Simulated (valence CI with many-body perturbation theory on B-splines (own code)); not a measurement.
**E1 line list for Rh¹³⁺**

Method: valence CI with perturbative core correlation (CI+MBPT): four valence electrons over a frozen Dirac-Fock core [Ar] 3d10, a basis of 11 s, 11 p, 10 d, 8 f, 5 g, 2 h functions for each j, with the one-electron correlation potential Σ1 (screened to all orders), the two-electron term Σ2, the three-electron term Σ3, Breit, model QED; selected single and double excitations, second order for the rest, scaled by the run's own slope (own B-spline code, finite nucleus).

No measured levels were compared; by estimate levels hold to about 250 cm⁻¹ or 0.2 % of their energy and the worst to 1 %, as in measured heavy ions of charge 2 to 7; those with d or f electrons hold less well. Among the levels kept, up to 600 cm⁻¹ of a level comes from second order outside the variational space, and about a tenth of that is noise between levels of different J, which matters for small intervals.

Lines 151 to 200 of 554 in falling wavelength, among levels below 1236700 cm⁻¹, chosen from the strongest by gf and those to the six lowest levels. Wavelengths and rates use the calculated energies, so an error of 800 cm⁻¹ moves a line at 28.46 nm by 0.23 % and its rate by three times that or more. Electric multipoles are in the length gauge with retardation, E1 and E2 with the static RPA response of the core. Weak lines are less certain than strong ones. Lines between different terms over intervals too small for the method are left out, as are lines whose strength nearly cancels. Where a level lies close to another of its J and parity, the split of strength between their lines is uncertain. The highest levels of a list are the least certain.

Names give the largest LS component (configuration and term), which can be under half, so a name can repeat, a term be missing and a line seem to break the LS rules; names also repeat where a configuration has a term twice. Letters in brackets count levels of one name in rising energy.

| λ vac (nm) | Upper | Lower | A (s⁻¹) | log gf | Branch % |
| --- | --- | --- | --- | --- | --- |
| 28.46 | 4p3.4d 3F°_2 [c] | 4s.4p2.4d 3G_3 | 5.52e+09 | -0.47 | 9.5 |
| 28.46 | 4p3.4d 3F°_2 [b] | 4s.4p2.4d 5D_3 | 3.44e+09 | -0.68 | 18.4 |
| 28.45 | 4p3.4d 3F°_4 [b] | 4s.4p2.4d 3G_5 | 8.78e+09 | -0.02 | 36.8 |
| 28.38 | 4p3.4d 5D°_3 | 4s.4p2.4d 5F_3 | 4.27e+09 | -0.44 | 15.4 |
| 28.37 | 4s.4p2.4d 1D_2 [a] | 4s2.4p.4d 1D°_2 | 3.35e+09 | -0.69 | 2.6 |
| 28.29 | 4p4 1D_2 | 4s.4p3 3D°_3 | 4.16e+09 | -0.60 | 25.1 |
| 28.27 | 4s.4p2.4d 3D_1 [d] | 4s2.4p.4d 3P°_0 | 6.32e+09 | -0.64 | 4.9 |
| 28.23 | 4p3.4d 3G°_4 | 4s.4p2.4d 5F_5 | 3.48e+09 | -0.43 | 20.3 |
| 28.14 | 4s.4p2.4d 3P_2 [b] | 4s2.4p.4d 3P°_2 | 5.47e+09 | -0.49 | 5.3 |
| 28.08 | 4s.4p2.4d 3F_3 [b] | 4s2.4p.4d 3F°_3 | 7.96e+09 | -0.18 | 9.1 |
| 27.94 | 4p4 3P_1 | 4s.4p3 3D°_2 | 8.42e+09 | -0.53 | 33.6 |
| 27.93 | 4p3.4d 3D°_3 [b] | 4s.4p2.4d 3G_4 | 2.40e+09 | -0.71 | 5.3 |
| 27.84 | 4s.4p2.4d 1P_1 | 4s2.4p.4d 3D°_2 | 7.55e+09 | -0.58 | 4.1 |
| 27.75 | 4p3.4d 5D°_4 | 4s.4p2.4d 5F_3 | 2.28e+09 | -0.62 | 7.3 |
| 27.60 | 4p3.4d 3F°_4 [b] | 4s.4p2.4d 3G_4 | 1.89e+09 | -0.71 | 7.9 |
| 27.57 | 4s.4p2.4d 1D_2 [c] | 4s2.4p.4d 1P°_1 | 6.21e+09 | -0.45 | 3.5 |
| 27.44 | 4p3.4d 5D°_2 | 4s.4p2.4d 5F_3 | 5.09e+09 | -0.54 | 14.1 |
| 27.42 | 4s.4p2.4d 3D_2 [a] | 4s2.4p.4d 3F°_2 | 5.15e+09 | -0.54 | 4.9 |
| 27.39 | 4s.4p2.4d 3F_4 [c] | 4s2.4p.4d 3F°_4 | 2.34e+10 | 0.38 | 63.5 |
| 27.30 | 4s.4p2.4d 3D_1 [b] | 4s2.4p.4d 3F°_2 | 1.93e+10 | -0.19 | 23.2 |
| 27.29 | 4p3.4d 3D°_3 [a] | 4s.4p2.4d 5F_4 | 3.17e+09 | -0.61 | 15.0 |
| 27.21 | 4s.4p2.4d 3F_3 [c] | 4s2.4p.4d 3F°_3 | 5.46e+09 | -0.37 | 3.8 |
| 27.16 | 4p3.4d 5D°_1 | 4s.4p2.4d 5F_2 | 7.08e+09 | -0.63 | 16.8 |
| 27.04 | 4s.4p3 3P°_1 | 4s2.4p2 3P_0 | 2.05e+09 | -1.17 | 17.8 |
| 27.04 | 4p3.4d 3G°_4 | 4s.4p2.4d 5F_4 | 2.31e+09 | -0.64 | 13.5 |
| 27.01 | 4s.4p2.4d 1D_2 [b] | 4s2.4p.4d 1D°_2 | 5.30e+09 | -0.54 | 13.2 |
| 27.00 | 4s.4p3 1D°_2 | 4s2.4p2 3P_2 | 2.31e+09 | -0.90 | 13.9 |
| 26.96 | 4s.4p2.4d 3D_2 [c] | 4s2.4p.4d 3F°_3 | 2.13e+10 | 0.06 | 22.0 |
| 26.93 | 4s.4p2.4d 1D_2 [c] | 4s2.4p.4d 1F°_3 | 2.15e+10 | 0.07 | 12.2 |
| 26.89 | 4s.4p2.4d 3P_2 [c] | 4s2.4p.4d 3D°_3 | 3.22e+10 | 0.24 | 16.1 |
| 26.82 | 4p3.4d 1F°_3 [a] | 4s.4p2.4d 1G_4 | 7.66e+09 | -0.24 | 19.4 |
| 26.81 | 4s.4p2.4d 3D_3 [d] | 4s2.4p.4d 3F°_4 | 2.70e+10 | 0.31 | 32.8 |
| 26.79 | 4p3.4d 5D°_1 | 4s.4p2.4d 5F_1 | 1.02e+10 | -0.48 | 24.2 |
| 26.76 | 4p3.4d 5D°_2 | 4s.4p2.4d 5F_2 | 7.85e+09 | -0.38 | 21.7 |
| 26.67 | 4p3.4d 3G°_3 | 4s.4p2.4d 5F_3 | 3.08e+09 | -0.64 | 15.0 |
| 26.63 | 4p3.4d 3D°_1 [b] | 4s.4p2.4d 3F_2 [a] | 8.50e+09 | -0.57 | 16.5 |
| 26.57 | 4s.4p2.4d 1P_1 | 4s2.4p.4d 1D°_2 | 1.59e+10 | -0.30 | 8.6 |
| 26.51 | 4s.4p3 3S°_1 | 4s2.4p2 3P_2 | 4.63e+10 | 0.17 | 61.5 |
| 26.37 | 4s.4p2.4d 3P_2 [b] | 4s2.4p.4d 3F°_3 | 9.12e+09 | -0.32 | 8.9 |
| 26.34 | 4s.4p2.4d 3D_3 [c] | 4s2.4p.4d 3F°_3 | 4.51e+09 | -0.48 | 10.4 |
| 26.33 | 4p4 3P_2 | 4s.4p3 5S°_2 | 9.64e+08 | -1.30 | 4.5 |
| 26.28 | 4p3.4d 3D°_3 [b] | 4s.4p2.4d 3F_4 [a] | 3.32e+09 | -0.62 | 7.4 |
| 26.13 | 4s.4p3 1D°_2 | 4s2.4p2 3P_1 | 3.87e+08 | -1.70 | 2.3 |
| 26.12 | 4s2.4p.4f 3F_2 | 4s2.4p.4d 1F°_3 | 1.05e+10 | -0.27 | 9.1 |
| 26.12 | 4s.4p2.4d 1D_2 [a] | 4s2.4p.4d 3P°_2 | 7.56e+09 | -0.41 | 5.8 |
| 26.11 | 4s.4p3 1P°_1 | 4s2.4p2 1D_2 | 4.48e+10 | 0.14 | 67.1 |
| 26.08 | 4s.4p2.4d 3D_3 [e] | 4s2.4p.4d 3F°_4 | 1.22e+10 | -0.06 | 11.5 |
| 26.05 | 4s.4p2.4d 3F_2 [c] | 4s2.4p.4d 3F°_2 | 1.13e+10 | -0.24 | 8.7 |
| 25.93 | 4s.4p2.4d 3P_2 [c] | 4s2.4p.4d 1D°_2 | 9.27e+09 | -0.33 | 4.6 |
| 25.73 | 4s.4p2.4d 3P_1 [c] | 4s2.4p.4d 3D°_2 | 2.81e+10 | -0.08 | 14.3 |
